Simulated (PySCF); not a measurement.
SMILES BCCc1cccs1 (C6H9BS) (GFN2-xTB optimised geometry):

```
17

B     -2.663    -2.556    -1.599
C     -1.659    -1.366    -1.422
C     -1.002    -1.215    -0.040
C     -0.070    -0.053     0.000
C      1.289    -0.053     0.000
C      1.851     1.245     0.000
C      0.909     2.219    -0.005
S     -0.685     1.571    -0.008
H     -3.171    -2.713    -2.641
H     -2.909    -3.282    -0.718
H     -2.176    -0.430    -1.663
H     -0.869    -1.441    -2.178
H     -1.784    -1.085     0.713
H     -0.443    -2.121     0.202
H      1.878    -0.954     0.005
H      2.909     1.438     0.004
H      1.042     3.282    -0.007
```

Method: B3LYP/def2-SVP run with PySCF.

Question: What are the frontier orbital energies and the dipole moment?

Answer: HOMO-2 -8.83 eV, HOMO-1 -6.84 eV, HOMO -6.23 eV, LUMO -1.58 eV, LUMO+1 -0.27 eV; dipole moment 0.47 D.

Meta-Löwdin charges at B3LYP/def2-SVP: B1 0.07, C2 -0.27, C3 -0.16, C4 -0.09, C5 -0.15, C6 -0.13, C7 -0.24, S8 0.23, H9 0.00, H10 -0.01, H11 0.11, H12 0.12, H13 0.10, H14 0.10, H15 0.11, H16 0.11, H17 0.12.
